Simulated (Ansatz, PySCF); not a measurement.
Cu(OH)(PH3) (CuH₄OP), SMILES [OH][Cu]<-[PH3], multiplicity 1.

The structure is a stationary point at PBE0-D3(BJ)/def2-SVP. The multiplicity is an assumed one; no other spin state was optimised. The structure was generated by enumeration; whether it is a known compound was not checked. The values are those of a single conformer.

Vertical ionisation energy (IE) and electron affinity (EA) in eV. Rows of orbital energies are one-electron estimates. Where ΔSCF, EOM or ADC give a negative EA the extra electron is unbound and the value depends on the basis.

| level | IE | EA |
|---|---|---|
| −ε(HOMO), −ε(LUMO), ωB97X/def2-TZVPD (PySCF) | 8.85 | -1.08 |
| −ε(HOMO), −ε(LUMO), PBE/def2-TZVPD (PySCF) | 5.07 | 1.65 |
| ΔSCF, CAM-B3LYP/def2-SVPD (Ansatz), final states of multiplicity 2 and 2 | 8.61 | -0.86 |
| ΔSCF, PBE/def2-SVPD (Ansatz), final states of multiplicity 2 and 2 | 8.51 | -0.67 |

Problem. What vertical singlet–triplet gap does ΔSCF give with CAM-B3LYP/def2-SVPD (Ansatz, a program for electronic structure) and with PBE/def2-SVPD (Ansatz)? (An estimate is asked for; the answer gives what the named calculation found.)

Solution. 4.50 and 4.23 eV (triplet above singlet where positive).
